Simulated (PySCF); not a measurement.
Correlation energy of Mg(2+) (magnesium, charge +2)

[Ne], closed-shell 1S. All numbers are calculated (PySCF 2.14, scalar relativity by spin-free X2C-1e, in aug-cc-pCVTZ-DK with one added diffuse shell each of s, p, d, f type (9s8p6d4f, 91 functions)). Frozen: 1s2; 8 electrons correlated.

| level | correlation energy (mhartree) |
| --- | --- |
| CCSD | -259.86 |
| (T) | -1.88 |
| CCSD(T) | -261.74 |

Diagnostics: T1 = 0.0021, D1 = 0.0031, largest double amplitude 0.016.

Q: Is a single reference adequate?

A: Yes: T1 lies below 0.03 and no double amplitude reaches 0.07.
